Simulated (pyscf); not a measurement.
Optimised with ωB97X-D3(BJ)/def2-SVP in PySCF.

Task: Estimate the classical barrier height and the reaction energy of cyclic C₄H₈Si (SMILES C1=CC[SiH2]C1) → cyclic C₄H₈Si (SMILES C=CC1C[SiH2]1) at ωB97M-D3(BJ)/def2-TZVP. The step runs on the singlet surface, breaks C–Si and forms C–Si; take the reactant's lowest minimum found as zero.

Result: ΔE‡ = 2.59 eV, ΔE = +1.48 eV. Zero-point energy shifts the barrier by -0.04 eV. It is a group migration, with an imaginary mode of 389i cm⁻¹. At the saddle there is also a short C–Si contact that neither side keeps. One saddle was located; it need not be the lowest between these sides.
